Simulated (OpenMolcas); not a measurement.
A calculation on Br5+.

```
Program             : OpenMolcas 26.06
Method              : XMS-RASPT2, IPEA 0.25 Eh, imaginary shift 0.1 Eh (closed shells correlated: 3d)
Basis               : ANO-RCC-VTZP [6s5p3d1f]
Scalar Hamiltonian  : DKH2, point nucleus
Active space        : 2 electrons in 9 orbitals (RAS2 4s 4p; RAS3 4d, at most 2 electrons)
State averaging     : 2S+1 = 3 even, 3 roots; 2S+1 = 1 even, 7 roots; 2S+1 = 3 odd, 3 roots; 2S+1 = 1 odd, 3 roots
Spin-orbit coupling : state interaction with AMFI integrals over the reference wave functions, term energies averaged over their components
```

(1) Which level of the active space comes out lowest?

(2) How high does 4p² ¹D₂ lie?

(3) How high does 4p² ³P₁ lie?

(4) How high does 4p² ³P₂ lie?

Measured values: Moore, Atomic Energy Levels, vol. II, NSRDS-NBS 35 (1971 reprint of NBS Circular 467, 1952).

Results:

(1) 4s² ¹S₀, with 100 % of that term; it is also the measured ground level.

(2) 243655 cm⁻¹ above the lowest level.

(3) 245087 cm⁻¹ above the lowest level; measured 247406 cm⁻¹ above the ground level, so the calculation is off by -1 %.

(4) 250492 cm⁻¹ above the lowest level; measured 253892 cm⁻¹ above the ground level, so the calculation is off by -1 %.

Active for correlation alone: 4d; no level in the range computed is led by a configuration that fills it, so any true level of that kind is missing. Some terms mix strongly with configurations of 4d, whose occupation reaches 0.18 (4p² ¹D). Computed and measured levels are paired by configuration, term and J; levels that our copy of the source lacks, or whose pairing is in doubt (as where it misses far off the trend of its configuration), stay unpaired and out of the deviations. Only configurations of the active space appear.
